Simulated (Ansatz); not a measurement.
System: hydroxy(trimethyl)silane, C$_{3}$H$_{10}$OSi, charge 0, multiplicity 1. 
Structure (B3LYP-D3(BJ)/def2-TZVP (Ansatz, a program for electronic structure) minimum search):
SMILES: C[Si](C)(C)O
```xyz
15

Si    -0.0066    -0.0066     0.0338
C      1.8101     0.2824    -0.3267
C     -0.6654    -1.3271    -1.1220
C     -0.9803     1.5752    -0.1366
O     -0.2151    -0.4691     1.6190
H      1.9566     0.6240    -1.3546
H      2.3940    -0.6331    -0.2001
H      2.2264     1.0396     0.3411
H     -0.5693    -1.0183    -2.1661
H     -1.7212    -1.5271    -0.9271
H     -0.1200    -2.2676    -1.0078
H     -2.0356     1.4096     0.0894
H     -0.9111     1.9708    -1.1527
H     -0.6065     2.3388     0.5485
H      0.2134    -1.2748     1.9158
```
Charge 0, spin multiplicity 1.

Basis-set convergence of Hartree-Fock and CCSD correlation energies (hartree) with Ansatz. Correlated levels leave the core frozen unless marked. Spin-orbit coupling is left out. No relativistic terms.

```tsv
basis	functions	E(HF)	E(corr, CCSD)
aug-cc-pV(D+d)Z	214	-483.33686	-0.82946
aug-cc-pV(T+d)Z	469	[?]	[?]
```

**Question.** Complete the blanks.

**Answer.** 
- aug-cc-pV(T+d)Z, E(HF): -483.40617
- aug-cc-pV(T+d)Z, E(corr, CCSD): -0.97361
